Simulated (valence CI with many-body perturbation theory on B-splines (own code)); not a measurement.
## Zn XVIII: what each term of the Hamiltonian does

Computed by configuration interaction combined with many-body perturbation theory (CI+MBPT): three valence electrons over a frozen Dirac-Fock core [Ne], radial functions for each j: 11 s, 11 p, 9 d, 7 f, 5 g, 2 h, 1 i, with the one-electron correlation potential Σ1, the two-electron term Σ2, the three-electron term Σ3, Breit, model QED; selected CI, second order for the rest (own B-spline code, finite nucleus).

No measured spectrum was set against this ion. As an estimate, levels of excited configurations hold to 0.05 to 0.15 % of their energy, terms of the ground configuration to about 0.5 %.

Each rung adds one term. CI alone is the Dirac-Coulomb CI over the frozen core; QED comes last and gives the full result, which names the levels. Energies are above 3s²3p ²P°_1/2 on the same rung, in eV.

Names give the largest LS component (configuration and term), which can be under half, so a name can repeat, a term be missing and a line seem to break the LS rules; names also repeat where a configuration has a term twice.

```
         Level  CI alone    + Σ1    + Σ2    + Σ3  + Breit    Full
 3s²3p ²P°_3/2      4.98    5.00    5.00    5.01     4.89    4.90
  3s3p² ⁴P_1/2     36.61   36.50   36.66   36.68    36.74   36.61
  3s3p² ⁴P_3/2     38.86   38.76   38.93   38.95    38.95   38.82
  3s3p² ⁴P_5/2     41.20   41.11   41.28   41.29    41.23   41.10
  3s3p² ²D_3/2     49.60   49.50   49.55   49.56    49.51   49.40
  3s3p² ²D_5/2     50.54   50.45   50.51   50.52    50.42   50.31
  3s3p² ²S_1/2     59.16   59.06   58.74   58.74    58.77   58.63
  3s3p² ²P_1/2     64.35   64.26   63.89   63.89    63.82   63.69
  3s3p² ²P_3/2     65.86   65.78   65.27   65.27    65.19   65.06
  3s²3d ²D_3/2     76.31   76.21   75.78   75.74    75.55   75.54
  3s²3d ²D_5/2     76.96   76.88   76.45   76.42    76.17   76.16
   3p³ ²D°_3/2     93.74   93.53   93.51   93.54    93.57   93.33
   3p³ ²D°_5/2     95.30   95.10   95.17   95.21    95.14   94.91
   3p³ ⁴S°_3/2     96.68   96.47   96.21   96.22    96.23   95.97
3s3p3d ⁴F°_3/2    103.17  102.96  103.03  103.03   102.94  102.80
3s3p3d ⁴F°_5/2    104.25  104.05  104.13  104.13   103.99  103.85
   3p³ ²P°_1/2    105.16  104.97  104.77  104.78   104.76  104.52
3s3p3d ⁴F°_7/2    105.87  105.68  105.76  105.76   105.55  105.42
   3p³ ²P°_3/2    106.65  106.47  106.31  106.32   106.22  105.99
```

**Question.** How does the ionisation energy move along the ladder, and which term matters most?

**Answer.** CI alone 617.39, + Σ1 618.17, + Σ2 617.98, + Σ3 617.93, + Breit 617.62, + QED 617.64 eV. The largest step is Σ1, 0.78 eV. NIST lists 613.3 ± 2.4 eV (semi-empirical).
